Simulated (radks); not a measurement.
The numbers below are computed, except where a source is named.
Question: The thallium ion Tl4+, 77 electrons, occupied as [Kr] 4d10 4f14 5s2 5p5 5d10 (not the ground configuration). Level of theory: Dirac Kohn-Sham, XLYP, spin-unpolarised, spherical densities, finite nucleus; open shells are shared between the two j in proportion to 2j + 1; Fermi nuclear charge, rms radius 5.4759 fm (a radial shooting solver on a logarithmic mesh with Libxc functionals). Some entries of the table are withheld. Estimate them.

orbital,occ.,eigenvalue (eV),<r> (bohr)
1s1/2,2,-85496.81,0.01632
2s1/2,2,-15251.74,0.06807
2p1/2,2,-14648.39,0.05588
2p3/2,4,-12582.07,0.06468
3s1/2,2,-3677.516,0.1770
3p1/2,2,-3404.043,0.1674
3p3/2,4,-2944.694,0.1835
3d3/2,4,-2491.171,0.1595
3d5/2,6,-2393.058,0.1644
4s1/2,2,-858.7646,0.3915
4p1/2,2,-740.6990,0.3930
4p3/2,4,-628.9699,0.4274
4d3/2,4,-435.7366,(1)
4d5/2,6,-414.8833,(2)
5s1/2,2,-178.4395,0.8729
4f5/2,6,-165.3808,0.4636
4f7/2,8,-160.7687,0.4700
5p1/2,1.66667,-138.4366,0.9329
5p3/2,3.33333,-117.6610,1.022
5d3/2,4,(3),(4)
5d5/2,6,(5),(6)

Answer: 
(1) 4d3/2 <r> (bohr): 0.4332
(2) 4d5/2 <r> (bohr): 0.4443
(3) 5d3/2 eigenvalue (eV): -61.9353
(4) 5d3/2 <r> (bohr): 1.267
(5) 5d5/2 eigenvalue (eV): -59.4081
(6) 5d5/2 <r> (bohr): 1.306
